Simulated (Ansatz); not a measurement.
Born–Oppenheimer molecular dynamics of a periodic cell of 15 atoms, Zr12HCO (surface Zr(0001), adsorbate HCO, incident energy 0.1 eV, 20° from the normal). It starts from an unrelaxed structure (largest force component 1.88 eV/Å).

The calculation used Ansatz, DFT PBE-D3(BJ), scalar-relativistic, plane waves, PAW. Settings: cutoff 420 eV, k mesh 3x3x1, fermi-dirac smearing 0.05 eV, no spin polarisation.

| Item | Value |
| --- | --- |
| ensemble | NVE (velocity Verlet) |
| time step | 1.5 fs |
| steps asked | 200 |
| starting velocities | zero, but for any typed in the input |
| atoms held | 1 to 4 |
| seed | 279151 |

Frames 7.5 fs apart, positions in Å, forces in eV/Å.

Velocities at 135 fs (Å/ps):

```
Zr 0.00 0.00 0.00
Zr 0.00 0.00 0.00
Zr 0.00 0.00 0.00
Zr 0.00 0.00 0.00
Zr -0.02 -0.03 -1.27
Zr -0.46 -0.36 -2.19
Zr -0.58 -0.01 -2.43
Zr 0.02 0.19 -2.06
Zr -0.27 0.24 -1.55
Zr 1.20 3.00 -1.72
Zr 0.89 0.33 -0.60
Zr 1.37 1.97 -8.67
C -24.79 -32.94 9.94
H 35.97 -105.21 63.10
O 6.39 -0.27 -12.11
```

```xyz
15
Lattice="6.4600 0.0000 0.0000 3.2300 5.5945 0.0000 0.0000 0.0000 20.1454" Properties=species:S:1:pos:R:3:forces:R:3 time_fs=135 energy_less_start_eV=-2.582 T=1881
Zr 0.000 0.000 1.000 0.00 -0.01 0.07
Zr 3.230 0.000 1.000 0.02 0.05 0.10
Zr 1.615 2.797 1.000 0.06 -0.08 0.29
Zr 4.845 2.797 1.000 0.00 0.06 0.43
Zr -0.003 1.852 3.494 -0.28 0.00 -0.15
Zr 3.221 1.853 3.493 0.18 -0.04 -0.43
Zr 1.600 4.663 3.458 -0.06 0.20 -0.30
Zr 4.840 4.676 3.459 -0.03 -0.17 0.02
Zr -0.005 0.000 5.984 0.03 0.00 -0.04
Zr 3.256 0.016 5.984 0.41 0.38 0.74
Zr 1.618 2.833 5.998 0.47 -0.10 0.70
Zr 4.883 2.824 6.179 0.20 0.17 -1.82
C 4.349 1.918 8.024 0.49 0.43 1.34
H 7.313 2.946 7.863 -0.45 0.17 -0.75
O 4.871 2.345 9.006 -1.05 -1.07 -0.21
15
Lattice="6.4600 0.0000 0.0000 3.2300 5.5945 0.0000 0.0000 0.0000 20.1454" Properties=species:S:1:pos:R:3:forces:R:3 time_fs=142.5 energy_less_start_eV=-2.322 T=1701
Zr 0.000 0.000 1.000 -0.02 0.04 0.05
Zr 3.230 0.000 1.000 0.05 0.05 0.04
Zr 1.615 2.797 1.000 0.01 -0.05 0.19
Zr 4.845 2.797 1.000 0.00 0.02 0.29
Zr -0.004 1.852 3.484 -0.19 -0.09 -0.06
Zr 3.218 1.851 3.475 0.18 0.06 -0.15
Zr 1.596 4.663 3.439 0.07 0.10 -0.28
Zr 4.840 4.677 3.443 -0.10 -0.16 0.00
Zr -0.007 0.002 5.973 0.08 0.20 0.25
Zr 3.266 0.040 5.974 0.52 0.37 1.10
Zr 1.626 2.836 5.997 -0.01 0.09 1.08
Zr 4.893 2.839 6.111 0.08 0.14 -0.33
C 4.189 1.693 8.132 1.56 1.07 0.86
H 7.505 2.168 8.049 -0.15 -0.15 -1.36
O 4.891 2.317 8.895 -2.07 -1.69 -1.70
15
Lattice="6.4600 0.0000 0.0000 3.2300 5.5945 0.0000 0.0000 0.0000 20.1454" Properties=species:S:1:pos:R:3:forces:R:3 time_fs=150 energy_less_start_eV=-3.190 T=2306
Zr 0.000 0.000 1.000 0.03 0.05 0.00
Zr 3.230 0.000 1.000 0.02 0.04 -0.05
Zr 1.615 2.797 1.000 0.00 -0.02 0.12
Zr 4.845 2.797 1.000 -0.02 0.00 0.17
Zr -0.006 1.851 3.474 0.00 -0.02 -0.04
Zr 3.216 1.848 3.457 0.02 0.20 0.05
Zr 1.591 4.664 3.419 0.03 -0.10 -0.07
Zr 4.839 4.677 3.428 -0.12 -0.06 -0.08
Zr -0.008 0.005 5.963 0.30 0.43 0.42
Zr 3.279 0.066 5.970 0.26 0.22 1.28
Zr 1.633 2.839 6.001 -0.12 -0.15 0.23
Zr 4.904 2.855 6.040 -0.18 -0.05 0.19
C 4.085 1.503 8.269 -0.28 -0.80 -1.47
H 7.603 1.315 7.530 -0.10 -0.17 -1.05
O 4.853 2.243 8.739 0.16 0.43 0.30
15
Lattice="6.4600 0.0000 0.0000 3.2300 5.5945 0.0000 0.0000 0.0000 20.1454" Properties=species:S:1:pos:R:3:forces:R:3 time_fs=157.5 energy_less_start_eV=-2.762 T=2003
Zr 0.000 0.000 1.000 0.05 0.08 -0.08
Zr 3.230 0.000 1.000 -0.03 0.09 -0.16
Zr 1.615 2.797 1.000 0.01 -0.08 0.05
Zr 4.845 2.797 1.000 -0.03 0.00 0.12
Zr -0.008 1.850 3.463 0.05 -0.01 -0.04
Zr 3.215 1.847 3.439 0.02 0.19 0.08
Zr 1.588 4.665 3.398 0.05 -0.23 0.25
Zr 4.838 4.676 3.412 -0.12 -0.01 -0.12
Zr -0.010 0.009 5.952 -2.47 -0.95 -1.64
Zr 3.294 0.092 5.973 -0.11 -0.05 0.81
Zr 1.640 2.841 6.007 0.04 -0.01 -0.24
Zr 4.914 2.870 5.970 -0.37 -0.38 0.76
C 3.990 1.302 8.353 1.69 1.58 -1.34
H 7.887 0.531 6.669 2.71 1.28 1.59
O 4.803 2.166 8.583 -1.51 -1.50 -0.02
15
Lattice="6.4600 0.0000 0.0000 3.2300 5.5945 0.0000 0.0000 0.0000 20.1454" Properties=species:S:1:pos:R:3:forces:R:3 time_fs=165 energy_less_start_eV=-2.646 T=1881
Zr 0.000 0.000 1.000 0.06 0.09 -0.14
Zr 3.230 0.000 1.000 -0.04 0.10 -0.25
Zr 1.615 2.797 1.000 0.01 -0.09 0.00
Zr 4.845 2.797 1.000 0.00 0.01 0.06
Zr -0.010 1.849 3.453 0.07 -0.09 -0.04
Zr 3.213 1.847 3.421 0.03 0.17 0.09
Zr 1.584 4.664 3.378 0.08 -0.26 0.43
Zr 4.836 4.676 3.396 -0.14 0.04 -0.11
Zr -0.019 0.009 5.936 -0.21 -0.24 -0.52
Zr 3.316 0.118 5.978 1.50 -0.73 -0.34
Zr 1.647 2.843 6.012 0.03 0.20 -0.39
Zr 4.922 2.884 5.905 -0.32 -0.24 0.78
C 3.955 1.154 8.374 0.22 0.15 -1.74
H 8.170 0.401 6.639 -1.36 0.73 1.28
O 4.714 2.051 8.431 0.11 0.16 0.91
15
Lattice="6.4600 0.0000 0.0000 3.2300 5.5945 0.0000 0.0000 0.0000 20.1454" Properties=species:S:1:pos:R:3:forces:R:3 time_fs=172.5 energy_less_start_eV=-2.525 T=1834
Zr 0.000 0.000 1.000 0.07 0.09 -0.14
Zr 3.230 0.000 1.000 -0.04 0.08 -0.28
Zr 1.615 2.797 1.000 -0.01 -0.02 -0.04
Zr 4.845 2.797 1.000 -0.01 -0.01 -0.02
Zr -0.011 1.848 3.441 0.12 -0.07 -0.12
Zr 3.212 1.848 3.404 -0.01 0.18 0.14
Zr 1.581 4.662 3.361 -0.03 -0.27 0.47
Zr 4.833 4.676 3.378 -0.07 0.10 -0.06
Zr -0.031 0.007 5.915 0.28 -0.01 0.08
Zr 3.352 0.138 5.980 -0.60 -0.72 0.40
Zr 1.655 2.846 6.015 -0.26 -0.06 -0.08
Zr 4.927 2.895 5.844 -0.28 -0.03 0.75
C 3.930 1.012 8.320 -0.36 -0.62 -1.37
H 7.516 0.813 7.480 0.47 0.42 -0.70
O 4.627 1.942 8.306 0.74 0.97 0.97
15
Lattice="6.4600 0.0000 0.0000 3.2300 5.5945 0.0000 0.0000 0.0000 20.1454" Properties=species:S:1:pos:R:3:forces:R:3 time_fs=180 energy_less_start_eV=-1.656 T=1233
Zr 0.000 0.000 1.000 0.05 0.11 -0.20
Zr 3.230 0.000 1.000 -0.03 0.08 -0.35
Zr 1.615 2.797 1.000 -0.03 -0.04 -0.10
Zr 4.845 2.797 1.000 0.02 -0.02 -0.09
Zr -0.012 1.846 3.430 0.08 -0.10 -0.14
Zr 3.210 1.850 3.387 0.03 0.21 0.06
Zr 1.578 4.658 3.347 0.01 -0.26 0.53
Zr 4.830 4.676 3.361 -0.14 0.09 -0.02
Zr -0.043 0.004 5.892 0.60 0.38 0.87
Zr 3.384 0.153 5.984 -0.38 -0.90 -0.02
Zr 1.660 2.849 6.017 -0.42 -0.10 0.41
Zr 4.931 2.907 5.788 -0.12 0.12 1.10
C 3.897 0.855 8.203 1.08 1.52 -0.99
H 7.297 1.491 8.095 0.18 0.08 -1.74
O 4.559 1.855 8.213 -0.92 -1.18 0.67
15
Lattice="6.4600 0.0000 0.0000 3.2300 5.5945 0.0000 0.0000 0.0000 20.1454" Properties=species:S:1:pos:R:3:forces:R:3 time_fs=187.5 energy_less_start_eV=-1.954 T=1437
Zr 0.000 0.000 1.000 0.03 0.11 -0.26
Zr 3.230 0.000 1.000 -0.02 0.08 -0.40
Zr 1.615 2.797 1.000 -0.03 -0.06 -0.16
Zr 4.845 2.797 1.000 0.06 -0.04 -0.15
Zr -0.012 1.843 3.417 -0.01 -0.06 -0.19
Zr 3.209 1.853 3.371 0.04 0.25 -0.05
Zr 1.575 4.652 3.336 0.05 -0.25 0.54
Zr 4.826 4.677 3.343 -0.19 0.07 0.01
Zr -0.052 0.004 5.875 0.68 0.30 0.56
Zr 3.413 0.164 5.988 -0.58 -1.12 -1.10
Zr 1.663 2.852 6.022 -0.32 0.01 0.23
Zr 4.935 2.920 5.738 0.11 0.22 1.39
C 3.898 0.742 8.043 -0.67 -1.36 -0.20
H 7.166 2.218 7.825 -0.09 -0.06 -1.17
O 4.472 1.748 8.145 0.96 1.89 0.96
15
Lattice="6.4600 0.0000 0.0000 3.2300 5.5945 0.0000 0.0000 0.0000 20.1454" Properties=species:S:1:pos:R:3:forces:R:3 time_fs=195 energy_less_start_eV=-1.932 T=1424
Zr 0.000 0.000 1.000 0.01 0.13 -0.38
Zr 3.230 0.000 1.000 -0.05 0.07 -0.41
Zr 1.615 2.797 1.000 -0.05 -0.09 -0.24
Zr 4.845 2.797 1.000 0.12 -0.07 -0.23
Zr -0.012 1.841 3.404 0.03 0.01 -0.16
Zr 3.208 1.858 3.355 -0.07 0.35 0.00
Zr 1.572 4.645 3.328 0.13 -0.36 0.63
Zr 4.821 4.678 3.326 -0.19 0.11 0.00
Zr -0.057 0.004 5.861 0.63 0.05 0.37
Zr 3.439 0.167 5.985 -1.27 -1.34 -3.10
Zr 1.667 2.854 6.025 1.58 0.19 -2.03
Zr 4.939 2.933 5.697 0.56 0.14 1.97
C 3.888 0.600 7.881 1.08 1.34 2.40
H 6.800 2.882 7.160 -2.29 -0.01 1.00
O 4.404 1.681 8.106 -0.23 -0.52 0.19
15
Lattice="6.4600 0.0000 0.0000 3.2300 5.5945 0.0000 0.0000 0.0000 20.1454" Properties=species:S:1:pos:R:3:forces:R:3 time_fs=202.5 energy_less_start_eV=-1.391 T=1059
Zr 0.000 0.000 1.000 0.00 0.14 -0.46
Zr 3.230 0.000 1.000 -0.05 0.07 -0.44
Zr 1.615 2.797 1.000 -0.08 -0.13 -0.36
Zr 4.845 2.797 1.000 0.14 -0.06 -0.27
Zr -0.012 1.838 3.389 0.23 0.01 -0.13
Zr 3.206 1.865 3.339 -0.12 0.33 0.16
Zr 1.570 4.636 3.323 0.09 -0.33 0.75
Zr 4.815 4.680 3.308 -0.07 0.30 -0.06
Zr -0.058 0.006 5.849 0.58 -0.04 0.29
Zr 3.457 0.163 5.964 -1.87 -1.62 -3.87
Zr 1.675 2.859 6.019 -0.37 0.36 -0.41
Zr 4.944 2.947 5.665 -2.45 -1.35 -1.16
C 3.917 0.500 7.822 1.12 0.65 3.51
H 5.843 3.536 6.932 2.73 1.52 2.24
O 4.335 1.609 8.076 0.13 0.17 0.19
15
Lattice="6.4600 0.0000 0.0000 3.2300 5.5945 0.0000 0.0000 0.0000 20.1454" Properties=species:S:1:pos:R:3:forces:R:3 time_fs=210 energy_less_start_eV=-1.818 T=1345
Zr 0.000 0.000 1.000 -0.03 0.12 -0.55
Zr 3.230 0.000 1.000 -0.02 0.05 -0.49
Zr 1.615 2.797 1.000 -0.08 -0.09 -0.48
Zr 4.845 2.797 1.000 0.15 -0.03 -0.42
Zr -0.011 1.835 3.374 0.06 0.02 0.12
Zr 3.204 1.873 3.323 -0.07 0.24 0.20
Zr 1.569 4.625 3.324 0.10 -0.21 0.76
Zr 4.808 4.684 3.290 -0.07 0.18 0.02
Zr -0.055 0.007 5.839 0.92 -0.01 0.28
Zr 3.465 0.149 5.921 -1.36 -0.95 -1.93
Zr 1.681 2.865 6.010 -0.07 0.18 -0.76
Zr 4.941 2.958 5.634 0.12 0.55 1.92
C 3.993 0.421 7.907 0.66 -1.51 1.02
H 5.740 4.618 7.241 -0.79 -0.85 -0.63
O 4.271 1.550 8.057 0.47 2.31 0.95
15
Lattice="6.4600 0.0000 0.0000 3.2300 5.5945 0.0000 0.0000 0.0000 20.1454" Properties=species:S:1:pos:R:3:forces:R:3 time_fs=217.5 energy_less_start_eV=-1.893 T=1396
Zr 0.000 0.000 1.000 -0.12 0.12 -0.56
Zr 3.230 0.000 1.000 0.09 0.02 -0.53
Zr 1.615 2.797 1.000 -0.16 0.02 -0.57
Zr 4.845 2.797 1.000 0.23 -0.08 -0.54
Zr -0.010 1.833 3.359 0.00 -0.07 0.26
Zr 3.201 1.883 3.309 -0.06 0.04 0.36
Zr 1.568 4.613 3.328 0.14 -0.13 0.45
Zr 4.801 4.688 3.272 -0.04 0.21 0.12
Zr -0.047 0.008 5.831 1.36 -0.02 0.51
Zr 3.464 0.129 5.867 -1.03 -0.54 0.52
Zr 1.687 2.873 5.997 -0.06 0.36 -0.69
Zr 4.937 2.970 5.612 -0.01 0.05 1.54
C 4.101 0.303 8.045 0.46 2.58 -0.24
H 5.360 5.482 7.378 -0.63 0.02 -0.53
O 4.218 1.542 8.062 -0.18 -2.58 -0.09
```

Of the whole run (300 fs, mean temperature of the second half 1484 K): The conserved energy stayed within 4.8 meV per atom of its start (net change -0.3 meV per atom), so there is no drift, though single steps change it by up to 109 meV in the whole system, a sign of fast motions only just resolved. A step of 1.5 fs is long for free X–H stretches (periods near 10 fs) and can bias their spread and the temperature. A run of 0.3 ps of so small a system gives no equilibrium averages. Limits of this set-up: coarse k mesh, slab without dipole correction, odd electron count without spin, a typed lattice constant that wasn't relaxed here.

The run took 15 min on 4 threads of Intel(R) Xeon(R) 6975P-C (Granite Rapids) (shared host), peak memory 2.1 GiB.
